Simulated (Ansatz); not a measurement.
Relaxation of C3H10OSi (15 atoms, charge 0, multiplicity 1), to a largest force component of 0.015 eV/Å in at most 40 steps.

These are results of RKS B3LYP/def2-SVP (Ansatz 0.2.0), not measurements.

```xyz
15
Properties=species:S:1:pos:R:3
O -1.994 -0.861 0.291
C -1.333 -0.270 -0.818
C -1.394 1.217 -0.640
C -2.848 1.877 -0.509
Si -3.925 1.754 -1.984
H -2.957 -0.473 0.218
H -1.808 -0.559 -1.766
H -0.296 -0.553 -0.856
H -0.940 1.735 -1.470
H -0.884 1.506 0.284
H -3.356 1.294 0.360
H -2.767 2.876 -0.194
H -4.139 0.294 -2.448
H -5.276 2.336 -1.679
H -3.311 2.498 -3.086
```

Q: Where does it end, and by what steps?

A: It converged. After 12 steps the energy has fallen by 0.549 eV; H6 moved furthest, 0.46 Å.

| step | energy less start (eV) | largest force component (eV/Å) | accepted |
| --- | --- | --- | --- |
| 0 | 0.0000 | 3.855 | yes |
| 1 | -0.4567 | 1.132 | yes |
| 2 | -0.5323 | 0.319 | yes |
| 3 | -0.5402 | 0.141 | yes |
| 4 | -0.5441 | 0.151 | yes |
| 5 | -0.5465 | 0.037 | yes |
| 6 | -0.5470 | 0.077 | yes |
| 7 | -0.5476 | 0.065 | yes |
| 8 | -0.5484 | 0.041 | yes |
| 9 | -0.5488 | 0.040 | yes |
| 10 | -0.5492 | 0.041 | yes |
| 11 | -0.5493 | 0.026 | yes |
| 12 | -0.5493 | 0.009 | yes |

```xyz
15
Properties=species:S:1:pos:R:3
O -2.004 -0.952 0.188
C -1.350 -0.200 -0.815
C -1.405 1.312 -0.575
C -2.825 1.897 -0.468
Si -3.964 1.715 -1.977
H -2.956 -0.899 0.036
H -1.747 -0.443 -1.822
H -0.297 -0.526 -0.811
H -0.851 1.810 -1.391
H -0.856 1.533 0.357
H -3.343 1.452 0.402
H -2.764 2.976 -0.246
H -4.354 0.287 -2.199
H -5.214 2.501 -1.760
H -3.295 2.208 -3.218
```

Time of the run: 64 s on 2 threads of Intel(R) Xeon(R) Platinum 8259CL CPU @ 2.50GHz (Skylake/Cascade Lake), on a shared host, peak memory 0.32 GiB.
